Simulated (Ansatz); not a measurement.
Calculated with Ansatz (gas phase, PBE0-D4/def2-TZVP geometries, no zero-point term in ΔE). CCSD(T)/CBS adds triple-zeta CCSD(T) − MP2 to the extrapolated MP2 energy (def2 sets, frozen cores). Functionals use def2-TZVPP. B3LYP here is the variant with VWN-RPA as its local correlation; programs differ in this. For Zn outer-core shells are correlated without core-valence functions, which leaves a few kJ/mol of doubt a bond. Scalar relativity is left out up to krypton. One conformer a species, not always the lowest.

Consider the redistribution: `[F][Zn][CH2]BCl` + `O=C=N[SiH3]` → `O=C=NBCl` + `[F][Zn][CH2][SiH3]`.

`[F][Zn][CH2]BCl`:

Cartesian coordinates in Å:
```
F 3.096 -1.038 0.183
Zn 1.426 -0.551 0.373
C -0.422 -0.033 0.655
B -0.778 0.586 -0.685
Cl -1.427 -0.399 -1.996
H -0.929 -0.964 0.918
H -0.381 0.663 1.495
H -0.586 1.736 -0.944
```

`O=C=N[SiH3]`:

Cartesian coordinates in Å:
```
O 2.220 -1.678 1.196
C 1.366 -1.032 0.736
N 0.494 -0.372 0.266
Si -0.756 0.572 -0.407
H -1.710 0.941 0.665
H -1.448 -0.222 -1.450
H -0.167 1.792 -1.006
```

`O=C=NBCl`:

```xyz
6

O    -0.434    2.208    1.358
C    -0.111    1.205    0.879
N     0.289    0.157    0.448
B     0.229   -0.890   -0.487
Cl   -0.953   -0.872   -1.778
H     0.979   -1.808   -0.420
```

`[F][Zn][CH2][SiH3]`:

```xyz
9

F    -0.935    3.485    0.144
Zn   -0.845    1.746   -0.048
C    -0.754   -0.155   -0.261
Si    0.909   -0.876    0.180
H    -1.533   -0.600    0.366
H    -0.998   -0.387   -1.303
H     1.974   -0.281   -0.674
H     0.942   -2.354   -0.004
H     1.241   -0.579    1.600
```

CCSD(T)/CBS gives +14.0 kJ/mol.

Another level gave +15.2 kJ/mol. Which?
A. HF/def2-TZVPP
B. B3LYP-D4/def2-TZVPP
C. PBE/def2-TZVPP
D. MP2/def2-TZVPP

D. MP2/def2-TZVPP 15.2, B3LYP-D4 10.3, PBE 3.0, HF/def2-TZVPP 24.4 kJ/mol.

Largest T1 diagnostic among the species: 0.016.

In def2-TZVPP, CCSD(T) changes the Hartree–Fock value by −10.9 kJ/mol (the triples alone add −2.4 kJ/mol) and MP2 by −9.2 kJ/mol. From PBE to PBE0 (25 % exact exchange), in def2-TZVPP and without D4, ΔE moves by +6.1 kJ/mol.
